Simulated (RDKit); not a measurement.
RDKit input (MMFF94):

```python
from rdkit import Chem
from rdkit.Chem import AllChem, rdDetermineBonds

mol = Chem.MolFromXYZFile('mol.xyz')
rdDetermineBonds.DetermineBonds(mol, charge=-1)
print('SMILES', Chem.MolToSmiles(Chem.RemoveHs(mol)))
ff = AllChem.MMFFGetMoleculeForceField(mol, AllChem.MMFFGetMoleculeProperties(mol))
e0 = ff.CalcEnergy()
flag = ff.Minimize(maxIts=5000, forceTol=1e-5)
print(f'energy {e0:.4f} -> {ff.CalcEnergy():.4f} kcal/mol, converged: {flag == 0}')
print(Chem.MolToXYZBlock(mol))
```
mol.xyz:
```
4

F     -0.76259500     1.64911800    -0.49284200
C     -0.68044400     0.76889700     0.52664300
Cl    -2.01199800    -0.57034200     0.01137400
Br     1.29000000    -0.27884700     0.03092500
```

Output:

```
SMILES F[C-](Cl)Br
energy 36.4573 -> 0.0193 kcal/mol, converged: True
4

F     -0.769698    1.709685   -0.561140
C     -0.584759    0.486279   -0.023513
Cl    -1.939633   -0.500396    0.348549
Br     1.129053   -0.126741    0.312204
```

The dipole moment of an ion depends on the origin.

The geometry given is a B3LYP-D3(BJ)/def2-TZVP minimum.
